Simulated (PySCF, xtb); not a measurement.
B(Cl)(OH)(NH2) (BClH3NO), SMILES NB(O)Cl.

Geometry optimised at B3LYP-D3(BJ)/def2-SVP. One conformer was computed; it need not be the lowest.

The numbers are results of IEF-PCM-PBE0/def2-SVP (PySCF), not measurements.

The values are the electrostatic part of the solvation free energy, E(continuum) − E(gas) at the gas-phase geometry, in a cavity of scaled van der Waals radii (PySCF's table); cavitation and dispersion terms are not included. In vacuum the orbital gap is 9.51 eV. The dipole moment in vacuum is 1.20 D.

Computed values in water (ε = 78.36), n-hexane (ε = 1.88), ethanol (ε = 24.85):
| solvent | ε | ΔG(elec) (kcal/mol) | dipole (D) | gap (eV) |
|---|---|---|---|---|
| water | 78.36 | -6.1 | 1.45 | 9.66 |
| n-hexane | 1.88 | -2.2 | 1.31 | 9.61 |
| ethanol | 24.85 | -5.8 | 1.44 | 9.67 |

For comparison, GFN2-xTB/ALPB(water) (xtb, at the GFN2-xTB geometry, all terms of that model) gives -8.8 kcal/mol.
